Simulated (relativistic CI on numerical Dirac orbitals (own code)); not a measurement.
Method of calculation: Dirac-Coulomb-Breit CI, orbitals from a KLI potential per configuration, model QED, unscaled Slater integrals (own radial code, finite nucleus).

The strongest absorption lines from the ground level of an ion, among the configurations computed and to levels below about 405 eV (vacuum wavelength in nm, gf): 6.3537 (0.89), 6.3985 (0.71), 6.5428 (0.66), 6.5833 (2), 6.6041 (2.7), 6.6901 (0.43), 8.6480 (1.1), 8.8669 (0.94).

Q: Which ion is it?
A. Eu XXXI
B. Tm XXXVII
C. Dy XXXIV
D. Nd XXVIII

A: C. Dy XXXIV has 33 electrons and the ground level 4s²4p³ ²P°3/2; the strongest line goes to 4s²4p²4d ⁴P5/2. The pattern of lines fixes the number of electrons, and along that sequence the line energies rise steadily with the charge (about as its square where n changes within one kind of shell, about linearly where n is kept but much faster in heavy ions where fine structure, which grows about as Z⁴, sets the gap, and irregularly where shells cross), which fixes Z. Configurations outside the model, such as inner-shell arrays, can give stronger lines. At this charge energies of transitions that change n are usually good to better than 1 %, and those within a shell (Δn = 0) to a few per cent.

LS names give the leading component of a level, which can be under half, so a name can repeat, a term be missing and a line seem to break the LS rules.
